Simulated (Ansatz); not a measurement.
Born–Oppenheimer molecular dynamics of BF$_{2}$H$_{4}$N (8 atoms, charge 0, multiplicity 1). It starts at the highest image of a converged band. Of that band: The profile has 2 maxima (images 2, 4) with wells between them (image 3): this band takes more than one step, which may be the mechanism or a detour left from its start path. Neighbouring images differ by up to 1.4 eV, so the band resolves the path poorly. A vibrational analysis at the climbing image gives one clearly imaginary mode, 1328i cm⁻¹: a first-order saddle point.

These are results of Ansatz, RKS PBE-D4/def2-SVPD, not measurements.

| Property | Result |
| --- | --- |
| ensemble | NVE (velocity Verlet) |
| time step | 0.5 fs |
| steps asked | 200 |
| starting velocities drawn for | 100 K |
| seed | 3013 |

First frame:

```xyz
8
Properties=species:S:1:pos:R:3
B -0.032 0.255 0.242
N -0.014 0.058 1.785
H -0.811 -0.415 2.215
H 0.879 -0.172 2.223
F 1.174 0.054 -0.369
F -1.161 -0.223 -0.366
H -0.204 1.690 0.284
H -0.172 1.308 1.256
```

Problem. How far do the bonds stretch over the last three quarters of this one trajectory? (Pairs bonded in most of those frames.)

Solution. 
```
 bond  mean (Å)  spread (Å)  shortest  longest
B1–F5     1.384       0.043      1.29     1.46
B1–F6     1.392       0.053      1.28     1.47
B1–H7     1.219       0.024      1.17     1.26
N2–H3     1.035       0.031      0.97     1.11
N2–H4     1.036       0.037      0.96     1.11
N2–H8     1.037       0.055      0.94     1.16
```

Mean temperature of the second half: 841 K. The conserved energy stayed within 0.5 meV per atom of its start (net change 0.13 meV per atom), so the integration is sound. The kinetic energy rose, since the run started high on the potential surface and went downhill. A run of 0.1 ps of so small a system gives no equilibrium averages. The orbitals stay closed-shell, which can raise the energy where a bond breaks towards radicals; this wasn't checked here.

Run time: 2.7 min on 4 threads of Arm Neoverse V1, on a shared host, peak memory 0.14 GiB.
